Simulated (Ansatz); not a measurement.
Li3Cl3⁺, relaxed as a doublet with UKS PBE0-D4/def2-SVP in Ansatz, starting from the GFN2-xTB geometry. Force threshold 0.02 eV/Å.

In the doublet, Cl4 and Cl5 lie 2.67 Å apart (atoms count from 1), so these atoms are partly bonded to each other. The structure comes from a short search, and lower isomers may exist.

Start:

```csv
atom,x (Å),y (Å),z (Å)
Li1,-1.150,1.606,-3.870
Li2,-0.033,0.063,-0.179
Li3,0.883,-1.271,3.100
Cl4,0.678,0.592,1.938
Cl5,0.209,-1.839,1.079
Cl6,-0.587,0.848,-2.068
```

Estimate the energy that the relaxation releases and the steps that it takes.

1.7 kcal/mol, in 3 steps; 7 s on 4 threads of Arm Neoverse V1 on a shared host. No frequencies were taken in this run, so the end may be a saddle point.

Does the start keep its bonding and symmetry?

By distances, no bond broke or formed. The bond that changes most is Li2–Cl5, from 2.29 to 2.39 Å (atoms count from 1). Point group Cs at the start, Cs at the end, both within 0.05 Å.

Predict the relaxed structure.


```tsv
atom	x (Å)	y (Å)	z (Å)
Li1	-1.1896	1.6607	-4.0041
Li2	-0.0418	0.0778	-0.2124
Li3	0.9193	-1.3225	3.2254
Cl4	0.7000	0.5885	2.0070
Cl5	0.2227	-1.8855	1.1319
Cl6	-0.6106	0.8811	-2.1478
```
Bond lengths (bridged metal pairs left out): 6 × Cl–Li 2.09 to 2.40 Å.
